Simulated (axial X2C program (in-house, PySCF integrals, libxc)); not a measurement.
## Outer orbitals of ZrBr at 2.487 Å, PW91

Calculated with an in-house all-electron X2C program for linear molecules (integrals from PySCF). Spin-free means the one-electron spin-free X2C Hamiltonian; two-component (2c) means X2C with spin–orbit coupling and atomic mean-field two-electron Coulomb and Gaunt terms, so the difference of the two also holds small scalar two-electron terms. Basis: Zr dyall-cv3z [11s12p9d6f3g], Br dyall-cv3z [8s9p6d4f1g] (cores contracted in-house); Gaussian nuclei, density fitting, unrestricted open shells. Masses: Zr 89.905 u, Br 78.918 u.

The distance is close to the 2c PBE0 minimum; the highest filled and lowest empty levels are listed.

Spin-free orbitals, state M_S = 3/2, Λ = 0 (beyond evenly filled blocks: σα, δ+α, δ-α) (Löwdin shares):

```json
{"symmetry": "σα", "occupied": "yes", "ε (eV)": "-32.05", "atomic character": "98% Zr p"}
{"symmetry": "π-α", "occupied": "yes", "ε (eV)": "-31.50", "atomic character": "100% Zr p"}
{"symmetry": "π+α", "occupied": "yes", "ε (eV)": "-31.50", "atomic character": "100% Zr p"}
{"symmetry": "σβ", "occupied": "yes", "ε (eV)": "-31.48", "atomic character": "98% Zr p"}
{"symmetry": "π-β", "occupied": "yes", "ε (eV)": "-30.06", "atomic character": "100% Zr p"}
{"symmetry": "π+β", "occupied": "yes", "ε (eV)": "-30.06", "atomic character": "100% Zr p"}
{"symmetry": "σβ", "occupied": "yes", "ε (eV)": "-19.28", "atomic character": "74% Br s, 8% Zr d, 7% Zr p"}
{"symmetry": "σα", "occupied": "yes", "ε (eV)": "-19.24", "atomic character": "74% Br s, 8% Zr d, 7% Zr p"}
{"symmetry": "σα", "occupied": "yes", "ε (eV)": "-8.13", "atomic character": "76% Br p, 12% Zr d, 6% Zr s"}
{"symmetry": "σβ", "occupied": "yes", "ε (eV)": "-8.06", "atomic character": "78% Br p, 11% Zr d, 5% Zr s"}
{"symmetry": "π-α", "occupied": "yes", "ε (eV)": "-7.26", "atomic character": "76% Br p, 13% Zr d, 5% Zr f"}
{"symmetry": "π+α", "occupied": "yes", "ε (eV)": "-7.26", "atomic character": "76% Br p, 13% Zr d, 5% Zr f"}
{"symmetry": "π-β", "occupied": "yes", "ε (eV)": "-7.24", "atomic character": "78% Br p, 10% Zr d, 5% Zr f"}
{"symmetry": "π+β", "occupied": "yes", "ε (eV)": "-7.24", "atomic character": "78% Br p, 10% Zr d, 5% Zr f"}
{"symmetry": "σα", "occupied": "yes", "ε (eV)": "-4.39", "atomic character": "69% Zr s, 25% Zr d, 4% Zr p"}
{"symmetry": "δ-α", "occupied": "yes", "ε (eV)": "-3.37", "atomic character": "100% Zr d"}
{"symmetry": "δ+α", "occupied": "yes", "ε (eV)": "-3.37", "atomic character": "100% Zr d"}
{"symmetry": "π-α", "occupied": "no", "ε (eV)": "-3.13", "atomic character": "81% Zr d, 9% Zr p, 5% Br p"}
{"symmetry": "π+α", "occupied": "no", "ε (eV)": "-3.13", "atomic character": "81% Zr d, 9% Zr p, 5% Br p"}
{"symmetry": "σβ", "occupied": "no", "ε (eV)": "-2.76", "atomic character": "79% Zr s, 15% Zr p, 3% Zr d"}
{"symmetry": "σα", "occupied": "no", "ε (eV)": "-2.76", "atomic character": "46% Zr d, 35% Zr p, 8% Zr s"}
```

Spinors with spin–orbit coupling (state Ω = 3/2):

```json
{"ω": "-1/2", "occupied": "yes", "ε (eV)": "-32.59", "atomic character": "99% Zr p", "λ mixture": "67% π, 33% σ"}
{"ω": "1/2", "occupied": "yes", "ε (eV)": "-32.38", "atomic character": "98% Zr p", "λ mixture": "83% σ, 17% π"}
{"ω": "3/2", "occupied": "yes", "ε (eV)": "-30.91", "atomic character": "100% Zr p", "λ mixture": "100% π"}
{"ω": "-1/2", "occupied": "yes", "ε (eV)": "-30.90", "atomic character": "99% Zr p", "λ mixture": "67% σ, 33% π"}
{"ω": "1/2", "occupied": "yes", "ε (eV)": "-30.24", "atomic character": "100% Zr p", "λ mixture": "83% π, 17% σ"}
{"ω": "-3/2", "occupied": "yes", "ε (eV)": "-29.45", "atomic character": "100% Zr p", "λ mixture": "100% π"}
{"ω": "-1/2", "occupied": "yes", "ε (eV)": "-19.29", "atomic character": "74% Br s, 8% Zr d, 7% Zr p", "λ mixture": "100% σ"}
{"ω": "1/2", "occupied": "yes", "ε (eV)": "-19.25", "atomic character": "74% Br s, 8% Zr d, 7% Zr p", "λ mixture": "100% σ"}
{"ω": "1/2", "occupied": "yes", "ε (eV)": "-8.18", "atomic character": "77% Br p, 12% Zr d, 5% Zr s", "λ mixture": "95% σ, 5% π"}
{"ω": "-1/2", "occupied": "yes", "ε (eV)": "-8.11", "atomic character": "78% Br p, 11% Zr d, 5% Zr s", "λ mixture": "94% σ, 6% π"}
{"ω": "-1/2", "occupied": "yes", "ε (eV)": "-7.36", "atomic character": "76% Br p, 12% Zr d, 4% Zr f", "λ mixture": "94% π, 6% σ"}
{"ω": "1/2", "occupied": "yes", "ε (eV)": "-7.34", "atomic character": "78% Br p, 10% Zr d, 5% Zr f", "λ mixture": "95% π, 5% σ"}
{"ω": "3/2", "occupied": "yes", "ε (eV)": "-7.12", "atomic character": "76% Br p, 13% Zr d, 5% Zr f", "λ mixture": "100% π"}
{"ω": "-3/2", "occupied": "yes", "ε (eV)": "-7.10", "atomic character": "78% Br p, 10% Zr d, 5% Zr f", "λ mixture": "100% π"}
{"ω": "1/2", "occupied": "yes", "ε (eV)": "-4.39", "atomic character": "69% Zr s, 25% Zr d, 4% Zr p", "λ mixture": "100% σ"}
{"ω": "-3/2", "occupied": "yes", "ε (eV)": "-3.42", "atomic character": "100% Zr d", "λ mixture": "100% δ"}
{"ω": "5/2", "occupied": "yes", "ε (eV)": "-3.33", "atomic character": "100% Zr d", "λ mixture": "100% δ"}
{"ω": "-1/2", "occupied": "no", "ε (eV)": "-3.16", "atomic character": "82% Zr d, 9% Zr p, 5% Br p", "λ mixture": "100% π"}
{"ω": "3/2", "occupied": "no", "ε (eV)": "-3.09", "atomic character": "81% Zr d, 9% Zr p, 6% Br p", "λ mixture": "100% π"}
{"ω": "-1/2", "occupied": "no", "ε (eV)": "-2.76", "atomic character": "79% Zr s, 15% Zr p, 3% Zr d", "λ mixture": "100% σ"}
{"ω": "1/2", "occupied": "no", "ε (eV)": "-2.75", "atomic character": "46% Zr d, 35% Zr p, 8% Zr s", "λ mixture": "100% σ"}
```

Question: How does the gap between the highest filled and lowest empty level change from the spin-free to the 2c table?

Answer: From 0.24 to 0.17 eV at PW91, a change of -0.07 eV.

Mulliken charges and populations of the two-component result (they depend on the basis, above all on diffuse functions):

Zr 0.24 e (s 8.85 p 18.10 d 12.76 f 0.04 g 0.01), Br -0.24 e (s 7.95 p 17.27 d 10.02). ⟨Lz⟩ = 0.00 ħ and ⟨Sz⟩ = 1.50 ħ (1.53 and -0.03 on the two atoms), which add up to Ω.

Occupations by symmetry block were frozen at the best pattern of an incomplete PBE0 search. Density functionals use the spin component along the axis (collinear). Other states lie close and PBE0, whose exact exchange favours high spin, may order them wrongly; the determinant shown need not be the ground state. The nearest other spin-free determinant of the search, M_S = 3/2, Λ = 3, lies 0.14 eV up at the distance of the search. With several unpaired electrons one determinant need not be a pure state. This is the top spin component of a Σ state; components of lower Ω are not single determinants and can lie lower.
